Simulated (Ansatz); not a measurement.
```yaml
crystal:
  periodic: [false, false, false]
  atoms:
    - {symbol: C, position_ang: [-0.492890, 1.307040, 0.021619]}
    - {symbol: Si, position_ang: [0.416422, -0.240911, -0.443912]}
    - {symbol: C, position_ang: [0.492293, -1.691986, 0.580891]}
    - {symbol: N, position_ang: [-0.415165, -1.823525, -0.308619]}
    - {symbol: H, position_ang: [-1.060100, 1.690294, -0.830456]}
    - {symbol: H, position_ang: [-1.187058, 1.105391, 0.839140]}
    - {symbol: H, position_ang: [0.201945, 2.087932, 0.340271]}
    - {symbol: H, position_ang: [1.351169, -0.083991, -1.579039]}
    - {symbol: H, position_ang: [0.781884, -2.396643, 1.363104]}
basis:
  gaussian: {orbitals: aug-cc-pVTZ}
hamiltonian: {xc: {name: HF}}
correlation: {method: mp2, frozen_orbitals: {C: 9}}
output: {forces: true}
```

```sh
$ ansatz run in.yaml --threads 2 --pin off --events-out ev --progress --plain --max-ram 4352MiB
```

It prints (some lines left out):

```
Functional definition: HF
Error: "frozen_orbitals" has no count for Si
```

In this input frozen orbitals are typed for one element alone, and the program wants a count for each. The input was rejected before any iteration.
